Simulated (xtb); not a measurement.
C3H6Cl2, SMILES CC(C)(Cl)Cl. All values are semi-empirical tight-binding results from xtb (GFN2-xTB unless named), good for trends rather than for accurate numbers. Geometry optimised at GFN2-xTB.

```yaml
point_group_as_xtb_finds_it: C2v
orbital_gap: 6.25 eV
dipole_moment: 2.44 D
zero_point_energy: 52.0 kcal/mol
G − E(el) at 298.15 K (modified RRHO): 33.4 kcal/mol
static polarisability (D4 model): 64.5 bohr³
solvation energy, GFN2-xTB/ALPB(water): -3.2 kcal/mol
solvation energy, GFN2-xTB/ALPB(dmso): -5.9 kcal/mol
```
